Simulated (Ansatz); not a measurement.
Geometry optimisation, Ansatz 0.2.0, RKS PBE/def2-SVP.

The input (input.yaml):

```yaml
crystal:
  periodic: [false, false, false]
  atoms:
    - { symbol: Ti, position_ang: [0.0, 0.0, 0.0] }
    - { symbol: F, position_ang: [0.0, 0.0, 1.83] }
    - { symbol: "N", position_ang: [1.9426, 0.0, -0.686] }
    - { symbol: H, position_ang: [2.4408, -0.918, -0.8667] }
    - { symbol: H, position_ang: [2.4438, 0.918, -0.8582] }
    - { symbol: "N", position_ang: [-0.9703, 1.681, -0.686] }
    - { symbol: H, position_ang: [-1.9904, 1.6258, -0.9687] }
    - { symbol: H, position_ang: [-0.4498, 2.6017, -0.7565] }
    - { symbol: Cl, position_ang: [-1.1163, -1.9339, -0.7892] }
basis:
  gaussian: { orbitals: def2-SVP }
hamiltonian:
  xc: pbe
relax:
  f_tol: 0.02
  max_steps: 40
output:
  orbitals: {}
```

Run as:

```bash
$ ansatz run input.yaml --threads 4 --pin off --max-ram 5120MiB --backend cpu --events-out ev --progress --plain --runs-dir out
```

Q: Where does it end, and by what steps?

A: The forces met the threshold. After 11 steps the energy has fallen by 1.222 eV; H7 moved furthest, 0.90 Å.

```csv
step,energy less start (eV),largest force component (eV/Å),accepted
0,0.0000,2.251,yes
1,-0.9652,1.371,yes
2,-1.0594,0.573,yes
3,-1.1251,0.220,yes
4,-1.1695,0.425,yes
5,-1.1793,0.812,yes
6,-1.2181,0.137,yes
7,-1.2089,0.208,no
8,-1.2204,0.112,yes
9,-1.2212,0.065,yes
10,-1.2218,0.021,yes
11,-1.2219,0.010,yes
```

```xyz
9
Properties=species:S:1:pos:R:3
Ti 0.016 0.031 0.002
F 0.160 0.033 1.757
N 1.734 0.009 -0.740
H 2.434 -0.694 -0.472
H 2.124 0.647 -1.440
N -0.795 1.595 -0.609
H -1.274 1.670 -1.514
H -0.973 2.434 -0.043
Cl -1.124 -1.750 -0.722
```

Whether the end is a true minimum wasn't checked by a vibrational analysis.

The run took 20 s on 4 threads of Arm Neoverse V2 (shared host), peak memory 0.18 GiB.
